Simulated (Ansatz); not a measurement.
`CC1(O)[SiH2][Se]1`. Total charge 0; spin multiplicity 1. The geometry is a stationary point of PBE0-D4/def2-TZVP. It is one conformer, not always the lowest.

```xyz
11

C     0.263    0.752   -1.095
C    -0.156    0.207    0.240
O    -0.250    1.147    1.236
Si    0.180   -1.533    0.786
Se   -1.859   -1.035    0.059
H    -0.451    1.500   -1.457
H     0.333   -0.034   -1.846
H     1.241    1.235   -0.993
H    -0.759    1.901    0.914
H     1.056   -2.368   -0.071
H     0.402   -1.771    2.229
```

Question: What is the dipole moment at PBE/def2-TZVPP? (Estimate.)

Answer: Computed: 2.02 D, with components (1.28, 1.31, -0.85) D in this frame, pointing from negative to positive charge.

Question: And with r2SCAN, B3LYP, ωB97M-V? (Estimate.)

Answer: Ansatz gave: r2SCAN 2.14 D, B3LYP 2.01 D, ωB97M-V 2.00 D.

Question: Give the Mulliken charges with PBE, B3LYP, ωB97M-V in def2-TZVPP. (Best estimate.)

Answer: Ansatz gave: 
```tsv
atom	PBE	B3LYP	ωB97M-V
C1	-0.23	-0.23	-0.27
C2	0.13	0.14	0.05
O3	-0.25	-0.30	-0.28
Si4	0.22	0.28	0.22
Se5	-0.22	-0.24	-0.22
H6	0.08	0.08	0.11
H7	0.09	0.09	0.10
H8	0.10	0.10	0.12
H9	0.19	0.19	0.18
H10	-0.05	-0.06	-0.02
H11	-0.04	-0.05	-0.01
```

B3LYP here is the variant with VWN-RPA as its local correlation; programs differ in this.
